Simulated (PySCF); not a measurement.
**Two-component Hartree-Fock for Tl²⁺ (thallium, charge +2)**

Start: [Xe] 4f14 5d10 6s1; 6s1/2 filled at m_j = +1/2. Calculated with PySCF 2.14 in x2c-SVPall-2c (7s11p7d2f, 89 functions): generalised Hartree-Fock with the X2C-1e Hamiltonian and a Gaussian nucleus; one run each with spin-orbit coupling (SO) switched off, then screened by Boettger's factors.

```
spinor shell  electrons  ε, spin-free (eV)  ε, screened SO (eV)  weight of nominal j (screened SO)  rms radius, screened SO (bohr)
       1s1/2          2           -86031.9             -85995.6                              1.000                          0.0184
       2s1/2          2           -15492.6             -15481.0                              1.000                          0.0743
       2p1/2          2           -13345.8             -14838.2                              1.000                          0.0628
       2p3/2          4           -13345.8             -12766.6                              1.000                          0.0710
       3s1/2          2            -3786.2              -3782.3                              1.000                           0.189
       3p1/2          2            -3158.7              -3493.2                              1.000                           0.181
       3p3/2          4            -3158.7              -3025.8                              1.000                           0.197
       3d3/2          4            -2496.2              -2553.4                              1.000                           0.174
       4s1/2          2            -899.06              -897.81                              1.000                           0.416
       4p1/2          2            -689.68              -771.90                              1.000                           0.420
       4p3/2          4            -689.68              -656.73                              1.000                           0.454
       4d3/2          4            -438.32              -450.49                              1.000                           0.468
       4d5/2          6            -438.32              -429.07                              1.000                           0.474
       5s1/2          2            -171.20              -171.02                              1.000                           0.941
       4f5/2          6            -158.59              -160.53                              1.000                           0.512
       4f7/2          8            -158.59              -156.10                              1.000                           0.514
       5p1/2          2            -111.59              -126.60                              1.000                            1.01
       5p3/2          4            -111.59              -105.73                              1.000                            1.11
       5d3/2          4            -40.748              -42.023                              0.991                            1.44
       5d5/2          6            -40.748              -39.807                              0.994                            1.47
       6s1/2          1            -28.489              -28.516                              1.000                            2.48
```

Q: Where does 3d5/2 lie, and what is the 3d spin-orbit splitting (screened SO)?

A: At -2454.6 eV, 98.764 eV above 3d3/2.

```json
{"quantity": "E (hartree)", "spin-free": "-20228.26316", "screened SO": "-20262.94931"}
{"quantity": "M_J", "spin-free": "1/2", "screened SO": "1/2"}
{"quantity": "⟨J²⟩", "spin-free": "0.751", "screened SO": "0.751"}
{"quantity": "⟨L²⟩", "spin-free": "0.000", "screened SO": "0.181"}
{"quantity": "⟨S²⟩", "spin-free": "0.751", "screened SO": "0.933"}
```

Each row is a mean over spinors that exchange with the open shell spreads, by up to 0.457 eV (5d5/2).

Breit and QED terms are absent; they matter most for the inner s and p1/2 levels.

Densities and radii are taken from the X2C orbitals without a picture-change correction, which distorts them close to the nucleus.

Without spin-orbit coupling the j labels of p, d and f shells carry no meaning; the spin-free column gives the mean over the occupied spinors of each nl shell.
